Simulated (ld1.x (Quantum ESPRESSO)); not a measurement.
## Before and after: TM potential for xenon

* Element: Xe (Z = 54)
* Generator: ld1.x (Quantum ESPRESSO) 7.5
* Type: norm-conserving Troullier–Martins (Kleinman–Bylander form)
* Functional: LDA (PZ)
* Relativity: fully relativistic
* Frozen core: [Kr] 4d10
* Valence charge: 8
* Reference configuration: 5s2 5p6
* Partial waves: 5p (bound): rc 1.70 bohr; 5s (bound): rc 1.40 bohr
* Local potential: the s channel
* Core correction: none

Open shells are filled in proportion to 2j + 1 (rel_dist='average').

Change: local potential all-electron potential smoothed inside 1.05 bohr (lloc = -1).

Cutoffs: the cutoffs (Ry, on a coarse ladder) from which the occupation-weighted sum of valence levels, in a spherical-Bessel basis at the reference potential, stays within 10 and 1 mRy of its value at 400 Ry; they do not see the model core or the augmentation charge, which bear on the density cutoff. Errors are all-electron minus pseudo energies relative to the spin-unpolarised reference configuration.

What does the change do?

The potential gets neither clearly harder nor softer (70 Ry and 140 Ry → 70 Ry and 140 Ry); a bound ghost appears in d, p, s, which as a rule spoils a file; the errors of the 6 common tests hardly move. In the separable form a ghost depends on how the local part lies against the semilocal potential of the channel, so the choice of the local part can create or remove one.

| quantity | base | changed |
| --- | --- | --- |
| cutoff, loose | 70 Ry | 70 Ry |
| cutoff, tight | 140 Ry | 140 Ry |
| loose cutoff by channel (10 mRy a level) | p 15 Ry, s 40 Ry | s 40 Ry, p 30 Ry |
| bound ghosts | none | s, p3/2, p1/2, d |
| error for 5s2 5p5, meV [ΔE 12.74 eV] | +4.1 | +3.6 |
| error for 5s2 5p4, meV [ΔE 34.72 eV] | +24 | +21 |
| error for 5s2 5p3, meV [ΔE 66.72 eV] | +76 | +68 |
| error for 5s1 5p6, meV [ΔE 24.91 eV] | +9.8 | +9.5 |
| error for 5s2 5p5.5, meV [ΔE 5.27 eV] | +0.9 | +0.7 |
| error for 5s2 5p2, meV [ΔE 109.40 eV] | +189 | +173 |
| s: phases at 1.85 bohr within 0.05 rad from the reference energy up to (Ry; the scan ends near 5) | 2.4 | 2.6 |
| p1/2: phases at 1.85 bohr within 0.05 rad from the reference energy up to (Ry; the scan ends near 5) | to the end of the scan | to the end of the scan |
| p3/2: phases at 1.85 bohr within 0.05 rad from the reference energy up to (Ry; the scan ends near 5) | to the end of the scan | to the end of the scan |

 A true bound ghost makes a file unfit for plane-wave use even where its test errors are small: the radial tests pick states by their node count and pass the ghost by.
